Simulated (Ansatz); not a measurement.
Ansatz (a first-principles code) input file for Al(Br)3 cation (AlBr₃), SMILES [Br][Al]([Br])[Br] (connectivity only; charge and spin as stated), charge +1, multiplicity 2, B3LYP-D3(BJ)/def2-SVP. 

Ansatz 0.2 input:
```yaml
crystal:
  periodic: [false, false, false]
  atoms:
    - {symbol: Al, position_ang: [0.00000000, 0.00000000, 0.00000000]}
    - {symbol: Br, position_ang: [-2.26546235, 0.00000000, -0.00000000]}
    - {symbol: Br, position_ang: [1.13273117, 1.96194795, 0.00000000]}
    - {symbol: Br, position_ang: [1.13273118, -1.96194795, 0.00000000]}
basis:
  gaussian:
    orbitals: def2-SVP
hamiltonian:
  xc: b3lyp
  dispersion: d3bj
total_charge: 1
magnetization: {spin_polarized: true, initial_magnetization: 1}
relax: {f_tol: 0.002, max_steps: 200}
```

Log of the run:

```
WARN ansatz: RAYON_NUM_THREADS=1 ignored (pool sized by the plan → 1); use --threads N
Functional definition: B3LYP
integrals: 0.06 GiB planned
1153 factors; integrals over basis functions are off by at most 2.9e-4 eV
mean field: 1.52 GiB planned
mean field evaluation 1: about -216705.3904 eV, gradient 1.2e1 eV
mean field evaluation 2: about -216705.6009 eV, gradient 1.2e1 eV
mean field evaluation 4: about -216706.2509 eV, gradient 6.7e-1 eV
mean field evaluation 8: about -216706.2566 eV, gradient 1.4e-2 eV
mean field evaluation 16: about -216706.2566 eV, gradient 1.7e-5 eV
mean field evaluation 32: about -216706.2562 eV, gradient 2.4e-1 eV
mean field evaluation 64: about -216705.3570 eV, gradient 5.5e0 eV
mean field evaluation 96: about -216705.7385 eV, gradient 2.2e0 eV
mean field -216706.25662289 eV, -7963.8080421146 hartree, gradient 1.5e-5 eV, S^2 0.753370; 11 other end points of the search recorded, 0 dependent functions left out
the calculation of the forces begins
reference -216706.25687365 eV, -7963.8080513299 hartree; 59, 58 occupied and 55, 56 virtual orbitals, 1153 factors
relax step   1: F+E_penalty+E_count = -216706.55915257 eV  Δ(F+E_penalty+E_count) = +0.000e0 eV  max|allowed force component| = 3.216e-1 eV/Å  Δτ_max = 0.0000 Å  (378 SCF iters, accepted)
these checks for a lower state are left out or cut short: starts, cluster_reference, orbital_swaps, neighbouring_geometries, increment
integrals: 0.06 GiB planned
1153 factors; integrals over basis functions are off by at most 2.7e-4 eV
mean field: 1.52 GiB planned
mean field -216706.26362257 eV, -7963.8082993483 hartree, gradient 1.5e-5 eV, S^2 0.753345; 0 other end points of the search recorded, 0 dependent functions left out
the calculation of the forces begins
reference -216706.26387235 eV, -7963.8083085274 hartree; 59, 58 occupied and 55, 56 virtual orbitals, 1153 factors
relax step   2: F+E_penalty+E_count = -216706.57031554 eV  Δ(F+E_penalty+E_count) = -1.116e-2 eV  max|allowed force component| = 1.748e-2 eV/Å  Δτ_max = 0.0217 Å  (34 SCF iters, accepted)
these checks for a lower state are left out or cut short: starts, cluster_reference, orbital_swaps, neighbouring_geometries, increment
integrals: 0.06 GiB planned
1153 factors; integrals over basis functions are off by at most 2.7e-4 eV
mean field: 1.52 GiB planned
mean field -216706.26342080 eV, -7963.8082919332 hartree, gradient 9.9e-6 eV, S^2 0.753344; 0 other end points of the search recorded, 0 dependent functions left out
the calculation of the forces begins
reference -216706.26367052 eV, -7963.8083011102 hartree; 59, 58 occupied and 55, 56 virtual orbitals, 1153 factors
relax step   3: F+E_penalty+E_count = -216706.57034688 eV  Δ(F+E_penalty+E_count) = -3.135e-5 eV  max|allowed force component| = 3.509e-4 eV/Å  Δτ_max = 0.0012 Å  (29 SCF iters, accepted)
integrals: 0.06 GiB planned
1153 factors; integrals over basis functions are off by at most 2.7e-4 eV
mean field: 1.52 GiB planned
mean field evaluation 128: about -216706.2634 eV, gradient 2.6e-5 eV
mean field evaluation 160: about -216706.2634 eV, gradient 4.8e-6 eV
mean field evaluation 192: about -216706.2329 eV, gradient 1.5e0 eV
mean field evaluation 224: about -216706.2024 eV, gradient 2.3e0 eV
mean field -216706.26342080 eV, -7963.8082919332 hartree, gradient 9.9e-6 eV, S^2 0.753344; 17 other end points of the search recorded, 0 dependent functions left out
the calculation of the forces begins
reference -216706.26367052 eV, -7963.8083011102 hartree; 59, 58 occupied and 55, 56 virtual orbitals, 1153 factors
Total energy: -216706.57059660 eV, -7963.8195804359 hartree
Atom 0 at     0.000035    -0.000000    -0.000000 Å, force     0.000095     0.000000     0.000000 eV/Å
Atom 1 at    -2.242586     0.000000     0.000000 Å, force    -0.000351     0.000000    -0.000000 eV/Å
Atom 2 at     1.121275     1.942193     0.000000 Å, force     0.000128     0.000269    -0.000000 eV/Å
Atom 3 at     1.121275    -1.942193     0.000000 Å, force     0.000128    -0.000269    -0.000000 eV/Å
Dipole moment:    -0.000018    -0.000000    -0.000000 e Å
```

The calculation finished and met its thresholds.
